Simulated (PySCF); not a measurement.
Te(Me)(OSiH3) (CH₆OSiTe), SMILES O([Te]C)[SiH3]. The structure is a stationary point at PBE0-D3(BJ)/def2-SVP. The structure was generated by enumeration, and PubChem lists no compound with its InChIKey, so it may never have been made. The def2 effective core potentials stand for the cores of Te; spin–orbit coupling is left out. Other conformers were not sampled.

Computed equilibrium geometry at PBE0-D3(BJ)/def2-SVP (PySCF confirms it by a frequency run) as Cartesian coordinates in Å (one conformer of several):
```xyz
10

Te    -0.6483    -0.0737     0.5230
C     -0.6652     2.0114     0.0386
H     -1.6411     2.4110     0.3514
H     -0.5343     2.1517    -1.0413
H      0.1354     2.5082     0.6006
O      1.2795    -0.3230     0.0257
Si     1.7092    -0.7275    -1.5369
H      1.1603    -2.0605    -1.9362
H      3.1996    -0.7690    -1.5743
H      1.2164     0.2929    -2.5169
```
Charge 0, spin multiplicity 1.
